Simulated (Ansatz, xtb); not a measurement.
Breaking the O3–H4 bond in BeFHO (SMILES [OH][Be][F]) (multiplicity 1 held, fragments rigid). Energies count from the point at 0.954 Å.
Geometry at that point (charge 0, multiplicity 1):
```tsv
atom	x (Å)	y (Å)	z (Å)
Be	0.0293	0.0148	-0.0256
F	0.9828	0.5280	-0.8951
O	-0.9986	-0.4674	0.8245
H	-0.9734	-1.0724	1.5614
```

R- and RO- levels are restricted; in cc, def2 and unpolarised 6-31G sets they are followed outwards from rest. U- levels take the lowest unrestricted solution at each point, which mixes spins at long bonds. Curves can end on different states.

Programs: Ansatz (a quantum-chemistry and plane-wave program) with Gaussian orbitals; xtb for the GFN methods. Each number belongs to the level named beside it. The GFN methods have no spin term and hold the electronic entropy of 300 K.

Q: One of these levels gives 6.356 eV for the energy at R = 3.052 Å. Name it.
A) R-r2SCAN/aug-cc-pVTZ
B) GFN2-xTB
C) U-B3LYP/aug-cc-pVTZ

A: B, GFN2-xTB. The others give 7.372 (R-r2SCAN/aug-cc-pVTZ), 5.583 (U-B3LYP/aug-cc-pVTZ)

Doubts at one or more of the structures used: a restricted determinant that unrestricted orbitals would lower (R-r2SCAN/aug-cc-pVTZ); a spin-contaminated determinant (U-B3LYP/aug-cc-pVTZ).
